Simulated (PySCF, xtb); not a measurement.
C₂H₄ClInO, SMILES C=[CH][In]([OH])[Cl].

GFN2-xTB (xtb) at its own geometry gives an orbital gap of 3.35 eV and a dipole moment of 3.06 D.

Geometry: B3LYP-D3(BJ)/def2-SVP. The structure was generated by enumeration; whether it is a known compound was not checked. The def2 effective core potentials stand for the cores of In; spin–orbit coupling is left out. The values are those of a single conformer.

What does M06-2X/def2-TZVP in PySCF give? (The exact figures need the calculation; the answer reports its results.)

gap 8.55 eV (levels -9.65 and -1.10 eV), dipole 2.48 D.
